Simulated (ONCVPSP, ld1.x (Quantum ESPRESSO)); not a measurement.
# Potentials for O compared

Generated with ld1.x 7.5 (TM, RRKJ, ultrasoft, PAW), atompaw 4.2 or ONCVPSP 4.0.1. The cutoff is in Ry: for ld1.x and atompaw files where the sum of valence levels is converged to 10 mRy in a Bessel basis, for ONCV files where the hardest occupied wave has 1 mHa per electron of residual kinetic energy. The error is the largest all-electron minus pseudo excitation energy over each file’s own four to seven test configurations (ionisations up to +4, promotions, holes and added fractions of an electron), all of which were solved. The labels leave out finer settings (local radius, basis sizes, second energies), which also bear on the numbers. Spin-polarised tests are not counted. The rows are a selection from randomly drawn settings: files with unsolved tests, undetermined cutoffs or missed reference levels are left out.

A true bound ghost makes a file unfit for plane-wave use even where its test errors are small: the radial tests pick states by their node count and pass the ghost by.

```tsv
potential	cutoff (Ry)	largest error (meV)	bound ghosts
ONCV, PBEsol, non-relativistic, rc 0.80/1.60/1.45 (spd), local s, core correction yes, reference 2s2 2p3, qcut 8.5/9.6/7.4, projectors 0/1/3	85	+463	none
TM, Wu–Cohen, scalar-relativistic, rc 0.80/1.00 (sp), local p, core correction yes, reference 2s2 2p4	120	+369	none
ONCV, LDA (Perdew-Wang 92), scalar-relativistic, rc 0.65/1.75/1.70 (spd), local smoothed, core correction yes, reference 2s2 2p4, qcut 9.6/8.3/6.7, projectors 2/2/3	82	+1491	none
ONCV, Wu-Cohen, scalar-relativistic, rc 0.75/1.10/1.15 (spd), local smoothed, core correction yes, reference 2s2 2p4, qcut 6.9/14.6/7.8, projectors 2/3/2	404	+118	none
ONCV, PBE, scalar-relativistic, rc 0.95/1.25/1.10 (spd), local smoothed, core correction yes, reference 2s2 2p2, qcut 7.3/12.3/9.9, projectors 3/2/2	139	+125	none
ONCV, PBE, scalar-relativistic, rc 1.26/1.90/1.45 (spd), local smoothed, core correction yes, reference 2s2 2p4, qcut 5.6/5.9/5.9, projectors 3/2/2	104	+2618	s
ONCV, PBE, scalar-relativistic, rc 0.85/2.00 (sp), local s, core correction yes, reference 2s2 2p3, qcut 7.5/7, projectors 0/2	118	+1956	none
ONCV, PBE, scalar-relativistic, rc 0.75/1.85/1.85 (spd), local smoothed, core correction no, reference 2s2 2p4, qcut 9.8/7.6/5.9, projectors 1/2/1	81	+1978	none
```

(1) Fill in the row for O: ONCV, PBE, scalar-relativistic, rc 0.70/2.15/2.05 (spd), local smoothed, core correction yes, reference 2s1.5 2p4.5, qcut 7.3/5.3/4.8, projectors 1/2/3.

## Answers

(1) cutoff 181 Ry, largest error +5361 meV, bound ghosts: none.
